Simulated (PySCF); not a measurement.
C$_{4}$H$_{9}$In (SMILES C=[CH][InH][CH2]C), singlet, at a GFN2-xTB geometry (such geometries of metal compounds can be far from the true shape) (all electrons, no relativity), with bond 12-10 at 1.4 times its length; PySCF with CASSCF(6,4)/STO-3G.

Here is a job for PySCF.
```python
from pyscf import gto, scf, mcscf
import numpy

mol = gto.Mole()
mol.atom = '''
    In    0.157451    0.351585    0.185195
    H     0.323361    2.077986    0.577871
    C    -1.511373   -0.241059   -1.218764
    C    -2.252833    1.005079   -1.683848
    H    -2.186757   -0.924675   -0.697350
    H    -1.084364   -0.781760   -2.067617
    H    -1.576514    1.681370   -2.211095
    H    -2.668775    1.546158   -0.831128
    H    -3.072921    0.747927   -2.358032
    C     1.647717   -1.000557    1.152765
    C     1.611095   -2.302907    0.926090
    H     2.711042   -0.425630    2.077022
    H     2.310285   -3.003879    1.370144
    H     0.865727   -2.744212    0.272230
'''
mol.basis = 'sto-3g'
mol.charge = 0
mol.spin = 0
mol.verbose = 4
mol.build()

mf = scf.RHF(mol)
mf.kernel()
mc = mcscf.CASSCF(mf, 4, 6)
mc.fix_spin_(ss=0.0)
mc.kernel()
occ = numpy.linalg.eigvalsh(mc.fcisolver.make_rdm1(mc.ci, mc.ncas, mc.nelecas))[::-1]
ss = mc.fcisolver.spin_square(mc.ci, mc.ncas, mc.nelecas)[0]
print('natural occupations', occ.round(4), ' <S^2>', round(ss, 4))
```

### Question
Predict the main parts of the log of this PySCF run.

### Answer

```
PySCF version 2.14.0

[INPUT] verbose = 4
[INPUT] num. atoms = 14
[INPUT] num. electrons = 82
[INPUT] charge = 0
[INPUT] spin (= nelec alpha-beta = 2S) = 0
[INPUT] symmetry False subgroup None
[INPUT] Mole.unit = angstrom
[INPUT] Symbol           X                Y                Z      unit          X                Y                Z       unit  Magmom
[...]
nuclear repulsion = 411.797469813812
number of shells = 32
number of NR pGTOs = 168
number of NR cGTOs = 56
basis = sto-3g
ecp = {}

******** <class 'pyscf.scf.hf.RHF'> ********
method = RHF
initial guess = minao
damping factor = 0
level_shift factor = 0
DIIS = <class 'pyscf.scf.diis.CDIIS'>
diis_start_cycle = 1
diis_space = 8
diis_damp = 0
SCF conv_tol = 1e-09
SCF conv_tol_grad = None
SCF max_cycles = 50
direct_scf = True
direct_scf_tol = 1e-13
Set gradient conv threshold to 3.16228e-05
Initial guess from minao.
init E= -5822.25994261743
[...]
cycle= 1 E= -5837.44110004287  delta_E= -15.2  |g|= 0.525  |ddm|= 4.36
[...]
cycle= 2 E= -5837.58264198075  delta_E= -0.142  |g|= 0.184  |ddm|= 1.14
[...]
cycle= 3 E= -5837.59291218566  delta_E= -0.0103  |g|= 0.0704  |ddm|= 0.308
[...]
cycle= 4 E= -5837.5950184925  delta_E= -0.00211  |g|= 0.0161  |ddm|= 0.115
[...]
cycle= 5 E= -5837.59515293663  delta_E= -0.000134  |g|= 0.0038  |ddm|= 0.0342
[...]
cycle= 6 E= -5837.59516233752  delta_E= -9.4e-06  |g|= 0.00154  |ddm|= 0.00875
[...]
cycle= 7 E= -5837.59516382994  delta_E= -1.49e-06  |g|= 0.000224  |ddm|= 0.00424
[...]
cycle= 8 E= -5837.5951638613  delta_E= -3.14e-08  |g|= 5.98e-05  |ddm|= 0.000528
[...]
cycle= 9 E= -5837.59516386409  delta_E= -2.79e-09  |g|= 1.7e-05  |ddm|= 0.000168
[...]
cycle= 10 E= -5837.5951638643  delta_E= -2.18e-10  |g|= 2.4e-06  |ddm|= 5.26e-05
[...]
Extra cycle  E= -5837.5951638643  delta_E= 3.64e-12  |g|= 9.58e-07  |ddm|= 5.32e-06
converged SCF energy = -5837.5951638643

******** <class 'pyscf.mcscf.mc1step.CASSCF'> ********
CAS (3e+3e, 4o), ncore = 38, nvir = 14
max_cycle_macro = 50
max_cycle_micro = 4
conv_tol = 1e-07
conv_tol_grad = None
orbital rotation max_stepsize = 0.02
orbital rotation threshold for CI restart = 0.01
augmented hessian ah_max_cycle = 30
augmented hessian ah_conv_tol = 1e-12
augmented hessian ah_linear dependence = 1e-14
augmented hessian ah_level shift = 1e-08
augmented hessian ah_start_tol = 2.5
augmented hessian ah_start_cycle = 3
augmented hessian ah_grad_trust_region = 3
kf_trust_region = 3
kf_interval = 4
ci_response_space = 4
ci_grad_trust_region = 3
[...]
CASCI E = -5837.59587712334  S^2 = 0.0000000
[...]
macro iter  17 (  7 JK    2 micro), CASSCF E = -5837.63707116612  dE = -2.09128848e-05  S^2 = 0.0000000
               |grad[o]|=0.00022  |grad[c]|=0.00355  |ddm|=0.000159  |maxRot[o]|=0.0699
macro iter  18 (  7 JK    2 micro), CASSCF E = -5837.63710022019  dE = -2.90540620e-05  S^2 = 0.0000000
               |grad[o]|=0.000269  |grad[c]|=0.00331  |ddm|=0.000208  |maxRot[o]|=0.0699
macro iter  19 (  7 JK    2 micro), CASSCF E = -5837.63713657161  dE = -3.63514246e-05  S^2 = 0.0000000
               |grad[o]|=0.000322  |grad[c]|=0.00323  |ddm|=0.000246  |maxRot[o]|=0.0699
macro iter  20 (  7 JK    2 micro), CASSCF E = -5837.63717826761  dE = -4.16959947e-05  S^2 = 0.0000000
               |grad[o]|=0.000381  |grad[c]|=0.00326  |ddm|=0.000251  |maxRot[o]|=0.0699
macro iter  21 (  7 JK    2 micro), CASSCF E = -5837.63722238212  dE = -4.41145139e-05  S^2 = 0.0000000
               |grad[o]|=0.000424  |grad[c]|=0.00342  |ddm|=0.000251  |maxRot[o]|=0.0698
macro iter  22 (  7 JK    2 micro), CASSCF E = -5837.63726503332  dE = -4.26511970e-05  S^2 = 0.0000000
               |grad[o]|=0.000446  |grad[c]|=0.00376  |ddm|=0.000228  |maxRot[o]|=0.0698
macro iter  23 (  7 JK    2 micro), CASSCF E = -5837.63730233794  dE = -3.73046259e-05  S^2 = 0.0000000
               |grad[o]|=0.000437  |grad[c]|=0.00428  |ddm|=0.000191  |maxRot[o]|=0.0698
macro iter  24 (  7 JK    2 micro), CASSCF E = -5837.63733068422  dE = -2.83462741e-05  S^2 = 0.0000000
               |grad[o]|=0.000392  |grad[c]|=0.00496  |ddm|=0.000152  |maxRot[o]|=0.0698
macro iter  25 (  7 JK    2 micro), CASSCF E = -5837.63734657082  dE = -1.58866042e-05  S^2 = 0.0000000
               |grad[o]|=0.0003  |grad[c]|=0.00564  |ddm|=0.000114  |maxRot[o]|=0.0698
macro iter  26 (  5 JK    1 micro), CASSCF E = -5837.63734899762  dE = -2.42679835e-06  S^2 = 0.0000000
               |grad[o]|=0.000154  |grad[c]|=0.00189  |ddm|=8.28e-05  |maxRot[o]|=0.0382
macro iter  27 (  3 JK    1 micro), CASSCF E = -5837.63734899935  dE = -1.72803993e-09  S^2 = 0.0000000
               |grad[o]|=4.59e-05  |grad[c]|=1.45e-05  |ddm|=2.23e-05  |maxRot[o]|=0.000704
1-step CASSCF converged in  27 macro (272 JK  66 micro) steps
CASSCF canonicalization
Density matrix diagonal elements [1.89113392 1.99891783 1.99888396 0.1110643 ]
CASSCF energy = -5837.63734899935
CASCI E = -5837.63734899935  E(CI) = -9.09580303953499  S^2 = 0.0000000
natural occupations [1.9996 1.9982 1.8912 0.111 ]  <S^2> 0.0
```
